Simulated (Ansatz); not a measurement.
Ansatz (an electronic-structure program) input (r2SCAN/def2-TZVPD):

Ansatz 0.2 input:
```yaml
crystal:
  periodic: [false, false, false]
  atoms:
    - {symbol: C, position_ang: [-1.86022533, 0.13235046, -0.03896385]}
    - {symbol: C, position_ang: [-1.18939711, -1.23621675, 0.08106605]}
    - {symbol: C, position_ang: [0.20747853, -1.11715735, 0.69852570]}
    - {symbol: C, position_ang: [1.03061504, -0.07649461, 0.01370482]}
    - {symbol: C, position_ang: [0.39570747, 1.24846777, -0.25252696]}
    - {symbol: C, position_ang: [-1.00362491, 1.09853250, -0.85757358]}
    - {symbol: N, position_ang: [2.39361630, -0.05723220, 0.33137802]}
    - {symbol: H, position_ang: [-2.01582851, 0.54776923, 0.96354220]}
    - {symbol: H, position_ang: [-2.84919193, 0.02874722, -0.49239676]}
    - {symbol: H, position_ang: [-1.80462092, -1.90982034, 0.68251932]}
    - {symbol: H, position_ang: [-1.10562049, -1.68228394, -0.91482477]}
    - {symbol: H, position_ang: [0.71788278, -2.08617342, 0.66970373]}
    - {symbol: H, position_ang: [0.10038923, -0.86583896, 1.77021986]}
    - {symbol: H, position_ang: [0.31424116, 1.82181091, 0.68970354]}
    - {symbol: H, position_ang: [1.03102980, 1.84939795, -0.91251469]}
    - {symbol: H, position_ang: [-0.91453132, 0.71928795, -1.88032912]}
    - {symbol: H, position_ang: [-1.48745301, 2.07628480, -0.92001520]}
    - {symbol: H, position_ang: [2.94888315, 0.57330655, -0.23030121]}
    - {symbol: H, position_ang: [2.82618385, -0.96875465, 0.38965392]}
basis:
  gaussian:
    orbitals: def2-TZVPD
hamiltonian:
  xc: {name: r2SCAN}
magnetization: {spin_polarized: true, initial_magnetization: 1}
output: {forces: true}
```

End of the output:

```
integrals: 0.44 GiB planned
1835 factors; their error is unknown
0.60 GiB of the device are held for the grids
2.59 GiB of device memory are held for the factors and their scratch space
mean field: 3.64 GiB planned
mean field evaluation 1: about -7884.9941 eV, gradient 6.6e1 eV
mean field evaluation 2: about -7844.4887 eV, gradient 1.1e2 eV
mean field evaluation 4: about -7904.9340 eV, gradient 8.1e0 eV
mean field evaluation 8: about -7905.2222 eV, gradient 4.0e-1 eV
mean field evaluation 16: about -7905.1376 eV, gradient 1.2e-3 eV
mean field -7905.13755072 eV, -290.5084466943 hartree, gradient 8.5e-5 eV, S^2 0.756037; 0 other end points of the search recorded, 0 dependent functions left out
the calculation of the forces begins
reference -7905.13757359 eV, -290.5084475348 hartree; 28, 27 occupied and 339, 340 virtual orbitals, 1835 factors
Total energy: -7905.13757359 eV, -290.5084475348 hartree
Atom 0 at    -1.860225     0.132350    -0.038964 Å, force     0.123292    -0.022136    -0.030659 eV/Å
Atom 1 at    -1.189397    -1.236217     0.081066 Å, force     0.038226     0.105972     0.014263 eV/Å
Atom 2 at     0.207479    -1.117157     0.698526 Å, force    -0.025218     0.078339    -0.092896 eV/Å
Atom 3 at     1.030615    -0.076495     0.013705 Å, force    -0.114290    -0.006461    -0.038690 eV/Å
Atom 4 at     0.395707     1.248468    -0.252527 Å, force    -0.040707    -0.116325    -0.014636 eV/Å
Atom 5 at    -1.003625     1.098532    -0.857574 Å, force     0.024154    -0.070882     0.085364 eV/Å
Atom 6 at     2.393616    -0.057232     0.331378 Å, force    -0.009497     0.033720     0.081995 eV/Å
Atom 7 at    -2.015829     0.547769     0.963542 Å, force     0.001112     0.027425     0.068436 eV/Å
Atom 8 at    -2.849192     0.028747    -0.492397 Å, force    -0.052985    -0.006742    -0.027258 eV/Å
Atom 9 at    -1.804621    -1.909820     0.682519 Å, force    -0.031899    -0.037436     0.036014 eV/Å
Atom 10 at    -1.105620    -1.682284    -0.914825 Å, force     0.010943    -0.019522    -0.068252 eV/Å
Atom 11 at     0.717883    -2.086173     0.669704 Å, force     0.036296    -0.053426    -0.000247 eV/Å
Atom 12 at     0.100389    -0.865839     1.770220 Å, force    -0.005709     0.026485     0.068988 eV/Å
Atom 13 at     0.314241     1.821811     0.689704 Å, force    -0.005477     0.029404     0.067815 eV/Å
Atom 14 at     1.031030     1.849398    -0.912515 Å, force     0.043169     0.032945    -0.034971 eV/Å
Atom 15 at    -0.914531     0.719288    -1.880329 Å, force     0.009745    -0.034570    -0.062202 eV/Å
Atom 16 at    -1.487453     2.076285    -0.920015 Å, force    -0.024480     0.055808    -0.001473 eV/Å
Atom 17 at     2.948883     0.573307    -0.230301 Å, force     0.013529     0.012162    -0.035229 eV/Å
Atom 18 at     2.826184    -0.968755     0.389654 Å, force     0.009796    -0.034760    -0.016365 eV/Å
Dipole moment:     0.128186    -0.058802    -0.120892 e Å
```

It need not be the lowest isomer of its formula.
